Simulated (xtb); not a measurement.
ethenoxysilane (C₂H₆OSi), SMILES C=CO[SiH3]. All values are semi-empirical tight-binding results from xtb (GFN2-xTB unless named), good for trends rather than for accurate numbers. The structure is a stationary point at GFN2-xTB. One conformer was computed; it need not be the lowest.

Computed properties:
```json
{
  "point_group_as_xtb_finds_it": "Cs",
  "orbital_gap": "4.99 eV",
  "dipole_moment": "0.83 D",
  "zero_point_energy": "43.4 kcal/mol",
  "G − E(el) at 298.15 K (modified RRHO)": "25.1 kcal/mol",
  "static polarisability (D4 model)": "60.6 bohr³",
  "solvation energy, GFN2-xTB/ALPB(water)": "0.4 kcal/mol",
  "solvation energy, GFN2-xTB/ALPB(toluene)": "-2.2 kcal/mol"
}
```
